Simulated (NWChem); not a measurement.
System: C$_{4}$H$_{7}$N; SMILES C(CN)=C=C

Input file for NWChem:

```
start job
memory heap 200 mb stack 900 mb global 1100 mb
geometry units angstroms noautosym nocenter noautoz
  C     -0.499233    -2.169028     0.000000
  C      0.272107    -1.099799     0.000000
  C      1.014282    -0.008898     0.000000
  C      0.445680     1.405628     0.000000
  N     -0.999500     1.547096     0.000000
  H     -0.830566    -2.643110    -0.940831
  H     -0.830566    -2.643110     0.940831
  H      2.117111    -0.108588     0.000000
  H      0.861780     1.945450     0.881475
  H      0.861780     1.945450    -0.881475
  H     -1.385039     1.047927     0.813566
  H     -1.385039     1.047927    -0.813566
end
basis spherical
  * library def2-svp
end
dft
  xc b3lyp
  iterations 150
  mulliken
end
task dft energy
esp
  recalculate
  probe 0.07
  range 0.3
  factor 1.0
  spacing 0.02
end
task esp
```

Output (shortened):

```
             Northwest Computational Chemistry Package (NWChem) 7.3.0
             --------------------------------------------------------

                             Geometry "geometry" -> ""
                             -------------------------

 Output coordinates in angstroms (scale by  1.889725989 to convert to a.u.)

  No.       Tag          Charge          X              Y              Z
 ---- ---------------- ---------- -------------- -------------- --------------
    1 C                    6.0000    -0.49923300    -2.16902800     0.00000000
    2 C                    6.0000     0.27210700    -1.09979900     0.00000000
    3 C                    6.0000     1.01428200    -0.00889800     0.00000000
    4 C                    6.0000     0.44568000     1.40562800     0.00000000
    5 N                    7.0000    -0.99950000     1.54709600     0.00000000
    6 H                    1.0000    -0.83056600    -2.64311000    -0.94083100
    7 H                    1.0000    -0.83056600    -2.64311000     0.94083100
    8 H                    1.0000     2.11711100    -0.10858800     0.00000000
    9 H                    1.0000     0.86178000     1.94545000     0.88147500
   10 H                    1.0000     0.86178000     1.94545000    -0.88147500
   11 H                    1.0000    -1.38503900     1.04792700     0.81356600
   12 H                    1.0000    -1.38503900     1.04792700    -0.81356600

 Effective nuclear repulsion energy (a.u.)     156.4329423764

                                 NWChem DFT Module
                                 -----------------

 Summary of "ao basis" -> "ao basis" (spherical)
 ------------------------------------------------------------------------------
       Tag                 Description            Shells   Functions and Types
 ---------------- ------------------------------  ------  ---------------------
 C                          def2-svp                 6       14   3s2p1d
 N                          def2-svp                 6       14   3s2p1d
 H                          def2-svp                 3        5   2s1p

            General Information
            -------------------
          SCF calculation type: DFT
          Wavefunction type:  closed shell.
          No. of atoms     :    12
          No. of electrons :    38
           Alpha electrons :    19
            Beta electrons :    19
          Charge           :     0
          Spin multiplicity:     1
          Use of symmetry is: off; symmetry adaption is: off
          Maximum number of iterations: 150
          AO basis - number of functions:   105
                     number of shells:    51
          Convergence on energy requested:  1.00D-06
          Convergence on density requested:  1.00D-05
          Convergence on gradient requested:  5.00D-04

              XC Information
              --------------
                         B3LYP Method XC Potential
                     Hartree-Fock (Exact) Exchange  0.200
                        Slater Exchange Functional  0.800 local
                    Becke 1988 Exchange Functional  0.720 non-local
              Lee-Yang-Parr Correlation Functional  0.810
                  VWN I RPA Correlation Functional  0.190 local

             Grid Information
             ----------------
          Grid used for XC integration:  medium
          Radial quadrature: Mura-Knowles
          Angular quadrature: Lebedev.
          Tag              B.-S. Rad. Rad. Pts. Rad. Cut. Ang. Pts.
          ---              ---------- --------- --------- ---------
          C                   0.70       49          11.0       434
          N                   0.65       49          11.0       434
          H                   0.35       45          12.0       434
          Grid pruning is: on
          Number of quadrature shells:   560
          Spatial weights used:  Erf1

      Superposition of Atomic Density Guess
      -------------------------------------

 Sum of atomic energies:        -208.23837677

      Non-variational initial energy
      ------------------------------

 Total energy =    -211.287426
 1-e energy   =    -588.298411
 2-e energy   =     220.578042
 HOMO         =      -0.281276
 LUMO         =       0.010663

     ---------------------------------------------
      Total Density - Mulliken Population Analysis
     ---------------------------------------------

    Atom       Charge   Shell Charges
 -----------   ------   -------------------------------------------------------
    1 C    6     6.33   1.99  0.96  0.31  1.99  1.06  0.03
    2 C    6     5.95   1.99  0.99  0.30  1.86  0.76  0.04
    3 C    6     6.27   1.99  0.97  0.30  1.97  1.01  0.04
    4 C    6     5.92   1.99  0.94  0.16  1.87  0.91  0.05
    5 N    7     7.56   1.99  1.05  0.46  2.47  1.57  0.01
    6 H    1     0.86   0.64  0.19  0.02
    7 H    1     0.86   0.64  0.19  0.02
    8 H    1     0.87   0.65  0.20  0.02
    9 H    1     0.91   0.68  0.21  0.02
   10 H    1     0.91   0.68  0.21  0.02
   11 H    1     0.78   0.61  0.13  0.04
   12 H    1     0.78   0.61  0.13  0.04

   convergence    iter        energy       DeltaE   RMS-Dens  Diis-err
 ---------------- ----- ----------------- --------- --------- ---------
 d= 0,ls=0.0,diis     1   -211.1122879485 -3.68D+02  9.51D-03  4.23D-01
 d= 0,ls=0.0,diis     2   -211.1494428484 -3.72D-02  3.97D-03  1.52D-01
 d= 0,ls=0.0,diis     3   -211.1589741719 -9.53D-03  1.71D-03  6.64D-02
 d= 0,ls=0.0,diis     4   -211.1660363853 -7.06D-03  4.82D-04  3.15D-03
 d= 0,ls=0.0,diis     5   -211.1664255452 -3.89D-04  1.46D-04  3.92D-04
  Resetting Diis
 d= 0,ls=0.0,diis     6   -211.1664766975 -5.12D-05  2.72D-05  1.01D-05
 d= 0,ls=0.0,diis     7   -211.1664778381 -1.14D-06  1.65D-05  1.02D-06
 d= 0,ls=0.0,diis     8   -211.1664776921  1.46D-07  9.95D-06  2.11D-06

         Total DFT energy =     -211.166477692100
      One electron energy =     -593.052161580942
           Coulomb energy =      256.553752305167
    Exchange-Corr. energy =      -31.101010792752
 Nuclear repulsion energy =      156.432942376427

 Numeric. integr. density =       37.999996591893

                       DFT Final Molecular Orbital Analysis
                       ------------------------------------

 Vector   17  Occ=2.000000D+00  E=-2.728643D-01
              MO Center= -1.1D-01, -1.4D+00, -2.2D-10, r^2= 2.4D+00
   Bfn.  Coefficient  Atom+Function         Bfn.  Coefficient  Atom+Function
  ----- ------------  ---------------      ----- ------------  ---------------
     4      0.339818   1 C  px               18      0.310677   2 C  px
     5     -0.250788   1 C  py                7      0.228530   1 C  px
    19     -0.211714   2 C  py                8     -0.182298   1 C  py
    21      0.160573   2 C  px               22     -0.158793   2 C  py
    61      0.133095   5 N  py               81     -0.124691   8 H  s

 Vector   18  Occ=2.000000D+00  E=-2.572926D-01
              MO Center=  5.1D-01, -5.0D-01,  8.4D-09, r^2= 2.7D+00
   Bfn.  Coefficient  Atom+Function         Bfn.  Coefficient  Atom+Function
  ----- ------------  ---------------      ----- ------------  ---------------
    34      0.393051   3 C  pz               20      0.378671   2 C  pz
    37      0.273186   3 C  pz               23      0.251685   2 C  pz
    71      0.145049   6 H  s                76     -0.145049   7 H  s
    86     -0.137262   9 H  s                91      0.137262  10 H  s
    48     -0.132143   4 C  pz                6     -0.107198   1 C  pz

[...]

                     NWChem Electrostatic Potential Fit Module
                     -----------------------------------------

 Atom parameters

 Number of atoms is                                   12
 Number of basis functions is                        105

 Grid parameters

 Maximum number of grid points is                  45431
 Number of grid points is                          45430
 Grid range                                     0.300000 nm
 Grid spacing                                   0.020000 nm
 Probe radius                                   0.070000 nm
 Atom radius factor                             1.000000

 Atomic radii

    1    0.100000
    6    0.147000
    7    0.140000
 FASTESP  F
  using M.O. file = ./job.movecs

    Atom              Coordinates                           Charge

                                                  ESP

    1 C    -0.049923   -0.216903    0.000000   -0.412835
    2 C     0.027211   -0.109980    0.000000    0.147141
    3 C     0.101428   -0.000890    0.000000   -0.425001
    4 C     0.044568    0.140563    0.000000    0.701141
    5 N    -0.099950    0.154710    0.000000   -0.912101
    6 H    -0.083057   -0.264311   -0.094083    0.155347
    7 H    -0.083057   -0.264311    0.094083    0.155141
    8 H     0.211711   -0.010859    0.000000    0.129309
    9 H     0.086178    0.194545    0.088148   -0.082289
   10 H     0.086178    0.194545   -0.088148   -0.082915
   11 H    -0.138504    0.104793    0.081357    0.313434
   12 H    -0.138504    0.104793   -0.081357    0.313630
                                            ------------
                                               -0.000000

 Dipole moment                                  0.363359

 Quadrupole moment Qxx                          2.914056
                   Qyy                         -5.448455
                   Qzz                          2.534399

 RMS deviation kJ/mol                           0.062357

 RRMS %                                        41.590688
```

Level: B3LYP/def2-SVP. The geometry was optimised at PBE-D3(BJ)/def2-SVP.
